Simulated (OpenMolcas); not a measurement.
**Ionisation energies of neon**

| Quantity | Value |
| --- | --- |
| Program | OpenMolcas 26.06 |
| Basis | ANO-RCC-VQZP [5s4p3d2f1g] |
| Scalar Hamiltonian | DKH2, point nucleus |
| Spin-orbit coupling | state interaction with AMFI integrals over the reference wave functions, term energies averaged over their components |

Active shells in each charge state: the valence s, p shells, with orbitals averaged over the low states. Where CASPT2's correlated closed shells are named, they are those of the first ion.

A. CASSCF
B. SS-CASPT2, IPEA 0.25 Eh, imaginary shift 0.1 Eh (closed shells correlated: 1s)
C. SS-CASPT2, IPEA 0 Eh, imaginary shift 0.1 Eh (closed shells correlated: 1s)

Energies in eV between the lowest computed levels, named as in B; reference values from the NIST Atomic Spectra Database with their kind.

| From | To | A | B | C | Spin-orbit share in B | Reference |
| --- | --- | --- | --- | --- | --- | --- |
| Ne 2s2 2p6 1S0 | Ne+ 2s2 2p5 2P* 3/2 | 19.795 | 21.594 | 21.542 | -0.032 | 21.565 (measured) |
| Ne+ 2s2 2p5 2P* 3/2 | Ne2+ 2s2 2p4 3P2 | 39.317 | 40.832 | 40.801 | -0.006 | 40.963 (measured) |
| Ne2+ 2s2 2p4 3P2 | Ne3+ 2s2 2p3 4S* 3/2 | 61.760 | 63.196 | 63.178 | +0.038 | 63.423 (measured) |
| Ne3+ 2s2 2p3 4S* 3/2 | Ne4+ 2s2 2p2 3P0 | 95.938 | 97.136 | 97.172 | -0.093 | 97.190 (semi-empirical) |
| Ne4+ 2s2 2p2 3P0 | Ne5+ 2s2 2p 2P* 1/2 | 124.985 | 126.130 | 126.164 | -0.010 | 126.247 (measured) |
| Ne5+ 2s2 2p 2P* 1/2 | Ne6+ 2s2 1S0 | 156.549 | 157.722 | 157.753 | +0.103 | 157.934 (measured) |
| Ne6+ 2s2 1S0 | Ne7+ 2s 2S 1/2 | 207.131 | 207.196 | 207.196 | +0.000 | 207.271 (measured) |
| Ne7+ 2s 2S 1/2 | Ne8+ 1s2 1S0 | 238.970 | 239.027 | 239.027 | +0.000 | 239.097 (semi-empirical) |

Error against the reference values, in %:

| From | Reference | A | B | C |
| --- | --- | --- | --- | --- |
| Ne | measured | -8.2 | +0.1 | -0.1 |
| Ne+ | measured | -4.0 | -0.3 | -0.4 |
| Ne2+ | measured | -2.6 | -0.4 | -0.4 |
| Ne3+ | semi-empirical | -1.3 | -0.1 | 0 |
| Ne4+ | measured | -1.0 | -0.1 | -0.1 |
| Ne5+ | measured | -0.9 | -0.1 | -0.1 |
| Ne6+ | measured | -0.1 | 0 | 0 |
| Ne7+ | semi-empirical | -0.1 | 0 | 0 |

Mean absolute error over the 6 measured values: A 1.31 eV, B 0.13 eV, C 0.13 eV.

* marks odd parity.
